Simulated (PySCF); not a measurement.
# Electron correlation in Au (gold, neutral)

Starting occupation: [Xe] 4f14 5d10 6s1, 6s1/2 with m_j = +1/2. Calculation: PySCF 2.14, in x2c-TZVPall-2c; X2C-1e with screened-nucleus spin-orbit coupling, Gaussian nucleus. Frozen: [Kr] 4d10 4f14; 19 electrons correlated; the 34 highest virtual spinors left out.

MP2 pair energies summed by pair of shells (mhartree):

| pair | energy | share (%) |
| --- | --- | --- |
| 5d3/2-5d5/2 | -119.73 | 27.5 |
| 5d5/2-5d5/2 | -83.43 | 19.1 |
| 5d5/2-5p3/2 | -37.91 | 8.7 |
| 5d3/2-5d3/2 | -34.79 | 8.0 |
| 5d3/2-5p3/2 | -26.37 | 6.1 |
| 5d5/2-6s1/2 | -26.07 | 6.0 |
| 5d5/2-5p1/2 | -16.13 | 3.7 |
| 5d3/2-6s1/2 | -16.03 | 3.7 |
| 5p3/2-5p3/2 | -12.60 | 2.9 |
| 5p1/2-5p3/2 | -11.85 | 2.7 |
| 5d3/2-5p1/2 | -11.22 | 2.6 |
| 5d5/2-5s1/2 | -9.49 | 2.2 |
| 5p3/2-5s1/2 | -8.78 | 2.0 |
| 5d3/2-5s1/2 | -6.57 | 1.5 |
| 5p1/2-5s1/2 | -4.21 | 1.0 |
| 5p3/2-6s1/2 | -3.61 | 0.8 |
| 5p1/2-5p1/2 | -3.03 | 0.7 |
| 5s1/2-5s1/2 | -2.42 | 0.6 |
| 5p1/2-6s1/2 | -1.23 | 0.3 |
| 5s1/2-6s1/2 | -0.35 | 0.1 |

Total MP2 correlation energy: -435.85 mhartree.

This basis was not built for core-valence correlation, so the inner-shell part is incomplete.
